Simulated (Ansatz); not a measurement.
`[SiH3][N]([SiH3])[Zn][Cl]` + HCl → `[Cl][Zn][Cl]` + `[SiH3]N[SiH3]` at 500 K and 1 bar (ligand exchange at a Zn–N bond).

Isolated molecules relaxed with PBE0-D4/def2-TZVP in Ansatz; ΔE leaves out vibrations. CCSD(T)/CBS is the MP2 limit (def2-TZVPP, def2-QZVPP) plus CCSD(T) − MP2 in def2-TZVPP, frozen cores. This one scheme is used for every species. For Zn outer-core shells are correlated without core-valence functions, which leaves a few kJ/mol of doubt a bond. Scalar relativity is left out up to krypton. Each species was taken in one conformer, which may not be the lowest.

```
                    species  CCSD(T)/CBS energy (Eh)  H − E (kJ/mol)  S (J/(mol·K))
`[SiH3][N]([SiH3])[Zn][Cl]`              -2874.73810           208.6          490.4
                        HCl               -460.38127            32.5          201.9
             `[Cl][Zn][Cl]`              -2698.04832            32.3          307.1
            `[SiH3]N[SiH3]`               -637.10515           216.0          394.7
```

H − E and S are ideal-gas, rigid-rotor, harmonic terms from PBE0-D4/def2-TZVP, for one conformer and one mirror image of each species. 1 Eh = 2625.50 kJ/mol, R = 8.31446 J/(mol·K).

Q: By hand: ΔE, ΔH, ΔS and ΔG.

A: ΔE = (-2698.04832) + (-637.10515) − (-2874.73810) − (-460.38127) = -0.03410 Eh = -89.5 kJ/mol. Δ(H − E) = 32.3 + 216.0 − 208.6 − 32.5 = 7.2, so ΔH = -82.3 kJ/mol. ΔS = 307.1 + 394.7 − 490.4 − 201.9 = 9.5 J/(mol·K). ΔG = -82.3 − 500 × (9.5)/1000 = -87.0 kJ/mol.

Q: By hand: the equilibrium constant, and the temperature at which ΔG would vanish if ΔH and ΔS stayed fixed.

A: log₁₀ K = −ΔG/(RT ln 10) = 9.1. ΔH and −TΔS have one sign here, so there is no such temperature.

The number of gas molecules stays the same, so ΔS is small and ΔH decides. A doubt of 5 kJ/mol in ΔE shifts log₁₀ K by 0.5 here. Other conformers and mirror images would add mixing entropy, several J/(mol·K) or more a flexible species. Modes under 60 cm⁻¹, often nearly free rotors, make the harmonic entropy too high. These are equilibria of isolated gas molecules and say nothing of rates. Largest T1 diagnostic: 0.014 (customary marks: 0.02 for closed shells, 0.045 for open ones).

ΔS is within the doubt of such terms, so its sign, and with it that verdict, could turn.
